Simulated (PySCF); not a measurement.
## Mayer bond orders and bond lengths

C6H9ClO2.
Atom-mapped SMILES: `[CH3:1][O:2][C@@H:3]1[CH2:4][C@:5]1([CH3:6])[C:7](=[O:8])[Cl:9]` (hydrogens: H10, H11, H12 on C1; H13 on C3; H14, H15 on C4; H16, H17, H18 on C6)

Cartesian coordinates in Å at the GFN2-xTB level; atoms count from 1:
```
atom  x, y, z in Å
C1     2.213    0.101    0.975
O2     1.658    0.752   -0.147
C3     0.666    0.041   -0.771
C4    -0.390    0.787   -1.496
C5    -0.786    0.048   -0.227
C6    -1.573   -1.236   -0.339
C7    -0.986    0.908    0.940
O8    -0.641    2.033    1.094
Cl9   -1.833    0.084    2.282
H10    2.627   -0.876    0.700
H11    1.463   -0.038    1.762
H12    3.007    0.747    1.340
H13    0.981   -0.932   -1.152
H14   -0.757    0.402   -2.434
H15   -0.343    1.862   -1.425
H16   -2.641   -1.034   -0.284
H17   -1.315   -1.925    0.462
H18   -1.361   -1.717   -1.291
```

Bond orders from the PBE0/pcSseg-1 density (PySCF). Isolated species at its GFN2-xTB geometry (one conformer only).

(1) How far do the computed orders between heavy atoms stray from the drawn ones?

(2) Give the Mayer order of every bond, beside its length.

Answers

(1) The largest departure is 0.180, at C5–C3 (drawn single, 0.820). Drawn single, order below 0.88: C5–C3 (0.820).

(2) 
| bond | drawn as | length (Å) | Mayer order |
| --- | --- | --- | --- |
| C1–O2 | single | 1.412 | 0.910 |
| O2–C3 | single | 1.372 | 1.013 |
| C3–C4 | single | 1.482 | 0.961 |
| C4–C5 | single | 1.520 | 0.900 |
| C5–C6 | single | 1.510 | 1.052 |
| C5–C7 | single | 1.464 | 0.937 |
| C7–O8 | double | 1.187 | 2.058 |
| C7–Cl9 | single | 1.787 | 0.949 |
| C5–C3 | single | 1.550 | 0.820 |
| C1–H10 | single | 1.096 | 0.958 |
| C1–H11 | single | 1.096 | 0.954 |
| C1–H12 | single | 1.087 | 0.974 |
| C3–H13 | single | 1.091 | 0.946 |
| C4–H14 | single | 1.078 | 0.947 |
| C4–H15 | single | 1.079 | 0.933 |
| C6–H16 | single | 1.088 | 0.951 |
| C6–H17 | single | 1.088 | 0.947 |
| C6–H18 | single | 1.087 | 0.939 |

By pair of heavy elements: C–O: lowest C1–O2 (0.910, 1.412 Å), highest C7–O8 (2.058, 1.187 Å). C–C: lowest C5–C3 (0.820, 1.550 Å), highest C5–C6 (1.052, 1.510 Å); in 3 of the 10 pairs the longer bond (by over 0.003 Å) has the higher order (by 0.02 or more).

**Question.** Sum the orders of all bonds at each heavy atom with more than one neighbour and set the sums beside the valence in the SMILES.

**Answer.** C1 3.796 (drawn 4), O2 1.923 (drawn 2), C3 3.740 (drawn 4), C4 3.741 (drawn 4), C5 3.709 (drawn 4), C6 3.889 (drawn 4), C7 3.944 (drawn 4). Orders between atoms that aren't bonded are not in these sums.

Mayer orders depend on the basis set.
